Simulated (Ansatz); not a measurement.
Consider the ligand exchange at a B–N bond: `BN=C=O` + `CC(O)[SiH3]` → `BOC(C)[SiH3]` + `N=C=O`.

Calculated with Ansatz (gas phase, PBE0-D4/def2-TZVP geometries, no zero-point term in ΔE). CBS: MP2 limit from def2 TZ/QZ plus the TZ coupled-cluster correction, frozen cores. This one scheme is used for every species. DFT in def2-TZVPP. Each species was taken in one conformer, which may not be the lowest.

```
         level  ΔE (eV)
        B2PLYP    -0.40
MP2/def2-TZVPP    -0.42
```

Question: What does CCSD(T)/CBS give? (Best estimate.)

Answer: Computed: -0.43 eV. The listed levels differ from it by 0.03, 0.01 eV.

Largest T1 diagnostic among the species: 0.018.

In def2-TZVPP, CCSD(T) changes the Hartree–Fock value by −0.14 eV (the triples alone add −0.02 eV) and MP2 by −0.12 eV. The D4 term adds −0.04 eV with B3LYP and −0.02 eV with PBE0; it sums over pairs of atoms, weighted by their polarisabilities, and B3LYP, whose exchange is more repulsive, gets the larger term.

B3LYP here is the variant with VWN-RPA as its local correlation; programs differ in this.
